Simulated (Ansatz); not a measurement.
`FC(F)[O][ZnH]` + `BS` → `B[S][ZnH]` + `OC(F)F` at 400 K and 1 bar (ligand exchange at a Zn–O bond).

Isolated molecules relaxed with PBE0-D4/def2-TZVP in Ansatz; ΔE leaves out vibrations. CCSD(T)/CBS is the MP2 limit (def2-TZVPP, def2-QZVPP) plus CCSD(T) − MP2 in def2-TZVPP, frozen cores. This one scheme is used for every species. For Zn outer-core shells are correlated without core-valence functions, which leaves a few kJ/mol of doubt a bond. Scalar relativity is left out up to krypton. One conformer a species, not always the lowest.

| species | CCSD(T)/CBS energy (Eh) | H − E (kJ/mol) | S (J/(mol·K)) |
| --- | --- | --- | --- |
| `FC(F)[O][ZnH]` | -2092.41029 | 114.2 | 369.3 |
| `BS` | -424.38198 | 95.9 | 260.4 |
| `B[S][ZnH]` | -2202.78318 | 99.3 | 329.5 |
| `OC(F)F` | -314.01610 | 117.8 | 293.0 |

H − E and S are ideal-gas, rigid-rotor, harmonic terms from PBE0-D4/def2-TZVP, for one conformer and one mirror image of each species. 1 Eh = 2625.50 kJ/mol, R = 8.31446 J/(mol·K).

**Question.** By hand: ΔE, ΔH, ΔS and ΔG.

**Answer.** ΔE = (-2202.78318) + (-314.01610) − (-2092.41029) − (-424.38198) = -0.00701 Eh = -18.4 kJ/mol. Δ(H − E) = 99.3 + 117.8 − 114.2 − 95.9 = 7.0, so ΔH = -11.4 kJ/mol. ΔS = 329.5 + 293.0 − 369.3 − 260.4 = -7.2 J/(mol·K). ΔG = -11.4 − 400 × (-7.2)/1000 = -8.5 kJ/mol.

**Question.** By hand: the equilibrium constant, and the temperature at which ΔG would vanish if ΔH and ΔS stayed fixed.

**Answer.** log₁₀ K = −ΔG/(RT ln 10) = 1.1. ΔG = 0 at ΔH/ΔS = 1583 K, though so small a ΔS makes that figure unsure.

The number of gas molecules stays the same, so ΔS is small and ΔH decides. A doubt of 5 kJ/mol in ΔE shifts log₁₀ K by 0.7 here. Other conformers and mirror images would add mixing entropy, several J/(mol·K) or more a flexible species. Modes under 60 cm⁻¹, often nearly free rotors, make the harmonic entropy too high. These are equilibria of isolated gas molecules and say nothing of rates. Largest T1 diagnostic: 0.017 (customary marks: 0.02 for closed shells, 0.045 for open ones).
